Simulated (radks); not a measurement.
The promethium ion Pm+, configuration [Xe] 4f5 6s0.75 5f0.25 (fractional occupations, a model configuration). Calculated with a radial shooting solver on a logarithmic mesh with Libxc functionals: Dirac Kohn-Sham, BLYP, spin-unpolarised, spherical densities, finite nucleus; open shells fill j = l - 1/2 first; Fermi nuclear charge, rms radius 4.962 fm.

Normalised radial functions P(r) = r R(r) (large component), r in bohr:

```
   r/bohr * 5s1/2, o 5p3/2, + 6s1/2 (the largest magnitude, 0.957, reaches the edge; | marks zero, & curves that meet)
 0.003187                             o+ *
 0.004496                             o+ *
 0.006291                             o+  *
 0.008804                             |&  *
  0.01242                             |&  *
  0.01738                             |+o*
  0.02432                             +*  o
   0.0343                           *+|    o
    0.048                        *  + |     o
  0.06771                      *    + |    o
  0.09474                         *  +|o
   0.1326                        o    |+  *
    0.187                     o       |  +      *
   0.2617                         o   | +  *
   0.3662                    *     +  |      o
   0.5166               *        +    |            o
   0.7228                             |+*o
    1.011              o              |       +              *
    1.427    o                        |    +                     *
    1.997         o              +    |               *
    2.794              +    o         |    *
    3.941             +            o  |*
    5.515                    +        &
    7.717                          +  &
    10.89                             &
    15.23                             &
    21.32                             &
    30.07                             &
```

5s1/2: eigenvalue -48.598 eV, 4 radial nodes at r = 0.0284, 0.112, 0.295, 0.702 bohr, <r> = 1.44 bohr, 90 % of the charge inside 2.08 bohr. 5p3/2: eigenvalue -28.449 eV, 3 radial nodes at r = 0.102, 0.301, 0.764 bohr, <r> = 1.72 bohr, 90 % of the charge inside 2.53 bohr. 6s1/2: eigenvalue -8.994 eV, 5 radial nodes at r = 0.0284, 0.112, 0.293, 0.685, 1.73 bohr, <r> = 3.89 bohr, 90 % of the charge inside 5.62 bohr.
